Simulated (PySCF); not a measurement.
## CBr: frontier orbitals

TPSS at R = 1.841 Å; C 6-31G(d,p), Br 6-31G(d,p); no relativity (PySCF 2.14). State: ²Π (doublet), unpaired electrons π ↑. Only the outer orbitals are listed, counted within each symmetry.

```tsv
spin	orbital	occ.	ε (eV)	on C (%)	main shells (%)
α	8σ	1	-21.62	20	78 Br s, 15 C s
α	9σ	1	-14.75	56	55 C s, 24 Br p, 19 Br s
α	4π	1	-9.08	22	77 Br p, 22 C p
α	4π	1	-9.05	15	84 Br p, 15 C p
α	10σ	1	-8.29	63	37 Br p, 33 C p, 29 C s
α	5π	1	-5.04	76	76 C p, 22 Br p
α	5π	0	-4.27	82	82 C p, 16 Br p
α	11σ	0	-0.38	42	48 Br p, 46 C p, 9 Br d
α	12σ	0	5.42	-8	106 Br s
β	8σ	1	-21.42	16	82 Br s, 11 C s
β	9σ	1	-13.92	51	49 C s, 33 Br p, 15 Br s
β	4π	1	-8.98	12	87 Br p, 12 C p
β	4π	1	-8.52	8	91 Br p, 8 C p
β	10σ	1	-7.84	70	36 C s, 34 C p, 30 Br p
β	5π	0	-3.73	85	85 C p, 13 Br p
β	5π	0	-2.37	88	88 C p, 8 Br p
β	11σ	0	-0.09	42	48 Br p, 44 C p, 10 Br d
```

Question: Which are the highest filled and the lowest empty level, where do they sit, and how wide is the gap?

Answer: Highest filled α 5π at -5.04 eV (in %: 76 C p, 22 Br p); lowest empty α 5π at -4.27 eV (in %: 82 C p, 16 Br p); the gap at TPSS is 0.77 eV. Both belong to one degenerate shell, split only by its one-sided filling, so this is no excitation gap.

The bond order (Mayer) is 1.50, the ⟨S²⟩ is 0.755 and the charge on C (Mulliken, basis-dependent) is -0.08. The charge on C (Löwdin, basis-dependent) is -0.15. The dipole moment (positive dipole means C(−)Br(+)) is 1.28 D.

Shares are Mulliken populations and can fall outside 0 to 100 %.

Spin–orbit coupling is left out. The state was picked by a PBE0 search and need not be the measured ground state.
